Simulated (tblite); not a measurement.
Species: C5H6N2Si.
Numbering: `[CH:1]#[C:2][c:3]1[cH:4][n:5][cH:6][n:7]1[SiH3:8]` (hydrogens: H9 on C1; H10 on C4; H11 on C6; H12, H13, H14 on Si8)

Level: GFN2-xTB in tblite, geometry and Hessian alike; calculated harmonic values, unscaled, isolated species. The method is semi-empirical: single wavenumbers can be off by several per cent or more. Modes of hydrogen on silicon can be 10 to 20 % off.

Harmonic wavenumbers (cm⁻¹): 75.3, 102.4, 126.9, 158.8, 212.3, 380.5, 418.2, 499.7, 561.6, 580.0, 599.1, 629.9, 630.9, 666.9, 671.5, 753.4, 765.8, 793.5, 799.3, 817.9, 911.8, 1092.1, 1106.3, 1149.0, 1275.7, 1289.2, 1360.1, 1470.3, 1537.5, 2252.0, 2297.2, 2300.7, 2306.1, 3169.9, 3173.2, 3399.9.

A = 2190, B = 1941, C = 1042 MHz; mass 122.030 u (most abundant isotopes); point group Cs, symmetry number 1.

Zero-point energy?

½Σν̃ = 20167 cm⁻¹ = 57.66 kcal/mol.

Entropy at 200 K, 1 bar (ideal gas, RRHO, classical rotation)?

Translation 38.35, rotation 27.48, vibration 13.63: S = 79.5 cal/(mol K).

And Cp and H(200 K) − H(0)?

Cp = 24.63 cal/(mol K), of which vibrations give 16.69 (their classical limit is 36 R = 71.5); H(200 K) − H(0) = 3.16 kcal/mol without the zero-point energy, 1.57 from vibrations.

Which modes carry the vibrational entropy at 200 K?

75.3 cm⁻¹: 3.23; 102.4 cm⁻¹: 2.64; 126.9 cm⁻¹: 2.24; 158.8 cm⁻¹: 1.83; 212.3 cm⁻¹: 1.33; 380.5 cm⁻¹: 0.51 cal/(mol K); the other 30 give 1.86 together.

How do the functions run with temperature in this model?

| T (K) | S (cal/(mol K)) | Cp (cal/(mol K)) | H − H(0) (kcal/mol) | G − H(0) (kcal/mol) | ln q(vib) |
| --- | --- | --- | --- | --- | --- |
| 150 | 73.1 | 19.9 | 2.05 | -8.92 | 1.95 |
| 250 | 85.5 | 29.5 | 4.51 | -16.86 | 3.92 |
| 298.15 | 91.1 | 33.9 | 6.04 | -21.11 | 4.91 |
| 400 | 102.2 | 41.8 | 9.91 | -30.96 | 7.05 |
| 600 | 121.3 | 52.5 | 19.42 | -53.37 | 11.23 |
| 900 | 144.5 | 61.9 | 36.70 | -93.38 | 17.07 |

q(vib) and H(0) count from the zero-point level.

What must be added to the electronic energy to get the Gibbs energy at 200 K and 1 bar?

ZPE + [H(200 K) − H(0)] − T·S = 57.66 + 3.16 − 15.89 = 44.93 kcal/mol.

Hindered rotation and anharmonicity are outside this model.

Time: 0.73 s. Hardware: an Arm Neoverse N1 with one thread, no GPU, on a shared host. This covers the Hessian and the dipole derivatives.
